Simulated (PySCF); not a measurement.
**Spin states of KZn⁺**

Unrestricted PBE0; basis K x2c-SVPall, Zn x2c-SVPall; spin-free X2C with a Gaussian nucleus; PySCF 2.14. Outer shells of the fragments: K+ closed shells only; Zn 3d10 4s2.

Followed along the bond (rough minima from three points):

```csv
2Ms+1,unpaired,⟨S²⟩ at the start,R at minimum (Å),Te (eV)
1,none,0.00,3.56,0.00
3,σ ↑↑,2.00,none in the scan,≤ 3.64
```

Solutions found at the starting distance of 3.235 Å, counted from the lowest of them; the search is not exhaustive and high or unbound solutions are not listed, so other states can lie among these:

```json
{"2Ms+1": "1", "unpaired": "none", "term": "¹Σ⁺", "E (eV)": "0.00", "⟨S²⟩": "0.00", "⟨Lz²⟩": "0.00", "μ (D)": "-7.35"}
{"2Ms+1": "3", "unpaired": "σ ↑↑", "term": "³Σ⁺", "E (eV)": "3.88", "⟨S²⟩": "2.00", "⟨Lz²⟩": "0.00", "μ (D)": "-6.03"}
{"2Ms+1": "3", "unpaired": "σ ↑, π ↑", "term": "³Π", "E (eV)": "4.74", "⟨S²⟩": "2.00", "⟨Lz²⟩": "1.00", "μ (D)": "-5.50"}
{"2Ms+1": "1", "unpaired": "σ ↓, π ↑", "term": "mixed", "E (eV)": "5.57", "⟨S²⟩": "1.00", "⟨Lz²⟩": "1.00", "μ (D)": "-4.21"}
```

A term symbol is given only where ⟨S²⟩ and ⟨Lz²⟩ are close to those of a pure state; real π, δ and φ orbitals otherwise mix terms. A positive dipole points towards Zn; it is taken about the centre of mass and depends on that origin.

Counting both spins, an empty level lies below a filled one in some of these solutions, because spin and occupation are held.
